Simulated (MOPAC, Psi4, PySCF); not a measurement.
Torsional profile of C6H14O2Si, SMILES COC(=O)[SiH2]C(C)(C)C. Scanned: dihedral O2–C3–Si5–C6; all other coordinates were relaxed at GFN2-xTB. Points at φ and −φ are mirror images. Heavy atoms are numbered in the order of the SMILES COC(=O)[SiH2]C(C)(C)C, hydrogens after them in the order of the atoms that carry them; the mirror image has the same energies with the sign of each dihedral reversed.

Levels: PBE-D3(BJ)/def2-SVP // GFN2-xTB (Psi4); PM6, restricted, heats of formation // GFN2-xTB (MOPAC); RHF/LANL2DZ = restricted Hartree-Fock/LANL2DZ, with its core potentials past Ne // GFN2-xTB run with PySCF 2.14.0.

Energies in mEh, each method relative to its own lowest point.

```
φ / °  PBE-D3(BJ)/def2-SVP  PM6  RHF/LANL2DZ
-----  -------------------  ---  -----------
-165                   0.1  0.0          0.2
-150                   0.5  0.0          0.7
-135                   0.9  0.2          1.2
-120                   1.3  0.4          1.5
-105                   1.6  0.7          1.6
-90                    1.8  0.8          1.6
-75                    1.9  0.6          1.4
-60                    1.8  0.4          1.1
-45                    1.5  0.3          1.0
-30                    1.1  0.2          1.1
-15                    0.8  0.0          1.2
0                      0.7  0.0          1.3
15                     0.8  0.0          1.2
30                     1.1  0.2          1.1
45                     1.5  0.3          1.0
60                     1.8  0.4          1.1
75                     1.9  0.6          1.4
90                     1.8  0.8          1.6
105                    1.6  0.7          1.6
120                    1.3  0.4          1.5
135                    0.9  0.2          1.2
150                    0.5  0.0          0.7
165                    0.1  0.0          0.2
180                    0.0  0.0          0.0
```
